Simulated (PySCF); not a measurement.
## Polarisability and C₆ of Ru (ruthenium, neutral)

[Kr] 4d7 5s1, high-spin 5F determinant. Calculation: PySCF 2.14, in x2c-TZVPPall with one added diffuse shell each of s, p, d, f type (9s7p7d3f1g, 95 functions); the spin-free X2C one-electron Hamiltonian (Gaussian nucleus). Coupled (time-dependent) response in atomic units; α is the mean over directions.

| method | mean α (bohr³) | α xx, yy, zz | C₆ (like pair) | S(−4) |
| --- | --- | --- | --- | --- |
| M06 | 55.46 | 55.44, 55.44, 55.51 | 484.9 | 2141 |
| TPSS | 61.42 | 61.42, 61.42, 61.42 | 580.4 | 2308 |

S(−4) is the Cauchy moment in α(ω) = α(0) + S(−4) ω² + …

Reference α: 72 ± 10 bohr³ (recommended; Schwerdtfeger and Nagle, table of static dipole polarizabilities (2023 update)). Published C₆: 809.0 (Gould and Bucko (2016)).

Spin-orbit coupling is absent.

α(iu) at TPSS:

```tsv
u (hartree)	α(iu) (bohr³)
0	61.42
0.0500	56.28
0.100	45.82
0.200	29.01
0.300	20.16
0.500	12.17
0.750	7.870
1.00	5.640
1.50	3.402
2.00	2.303
3.00	1.257
5.00	0.5389
```

A single London oscillator, α(iu) = α/(1 + u²/ω²), gives C₆ = (3/4) ω α². Matching the computed C₆ needs ω = 4 × 580.4 / (3 × 61.42²) = 0.205 hartree.

The components differ because the open shell of this determinant is not spherical; for a pure term their mean is the scalar polarisability.
